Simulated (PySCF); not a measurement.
## Pb (lead, neutral) across methods

[Xe] 4f14 5d10 6s2 6p2, high-spin 3P determinant. Calculation: PySCF 2.14, in aug-cc-pVTZ-PP with one added diffuse shell each of d, f type with ECP60MDF (6s5p5d3f, 67 functions); scalar relativity through the core potential.

| method | E (hartree) | mean ε 6s α (eV) | mean ε 6s β (eV) | mean ε 6p α (eV) | Σ⟨r²⟩ (bohr²) | ⟨S²⟩ |
| --- | --- | --- | --- | --- | --- | --- |
| revPBE | -192.9186 | -12.243 | -11.214 | -3.885 | 66.50 | 2.002 |
| LC-wPBE | -192.8638 | -16.757 | -14.612 | -7.110 | 65.12 | 2.007 |
| UHF | -191.83576 | -16.961 | -13.702 | -6.935 | 66.70 | 2.010 |
| PBE | -192.8645 | -12.307 | -11.333 | -3.915 | 66.52 | 2.002 |
| PBE0 | -192.8369 | -13.688 | -12.181 | -4.791 | 65.99 | 2.003 |
| LDA | -192.5681 | -12.574 | -11.742 | -4.000 | 66.25 | 2.001 |
| r2SCAN | -192.9256 | -12.753 | -11.411 | -4.190 | 65.66 | 2.005 |
| wB97X | -192.8698 | -16.141 | -14.675 | -6.545 | 65.82 | 2.002 |
| M06-L | -192.9443 | -12.204 | -11.326 | -3.622 | 66.31 | 2.001 |

Energies and moments cover only the electrons outside the core potential. Spin-orbit coupling is strong in this species (close to jj coupling), so the high-spin LS determinant is a model state, not a physical level.
